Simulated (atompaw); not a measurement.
Building the PAW (atompaw) potential for nitrogen (PBE, scalar-relativistic).

nitrogen (N), PAW, made with atompaw 4.2.0.5 (PBE, scalar-relativistic). Core [He], reference 2s2 2p3. Waves: 2s (bound): rc 1.30 bohr; 2s channel at 3.7 Ry: rc 1.30 bohr; 2p (bound): rc 1.30 bohr; 2p channel at 4.1 Ry: rc 1.30 bohr. Local part: bessel scheme, radius 1.05 bohr. Core correction: smooth core density matched at 1.10 bohr. Augmentation charge: besselshape compensation charge, radius 1.15 bohr; PAW radius 1.30 bohr; waves and projectors: modrrkj vanderbiltortho.

Poles of the logarithmic derivatives, all-electron (AE) and pseudo (PS). s: poles at 3.0 (AE) and -1.2 (PS) Ry. p: poles at 2.8 (AE) and 2.0 (PS) Ry. Test radius 1.30 bohr.

* Cutoffs needed: 30 Ry and 55 Ry (the cutoffs (Ry, on a coarse ladder) from which the occupation-weighted sum of valence levels, in a spherical-Bessel basis at the reference potential, stays within 10 and 1 mRy of its value at 400 Ry)
* Ghost test: no extra level below or beside the all-electron valence levels (s, p, d, f tested) (spherical-Bessel basis up to 400 Ry, 20 bohr box)
* Lowest eigenvalue of the overlap operator: 0.41 (s channel)
* Overlap eigenvalues printed by atompaw (projector basis): 0.012, 0.614, 20.2, 21.1
* Share of each valence orbital outside the PAW sphere: 2s 44 %, 2p 50 %
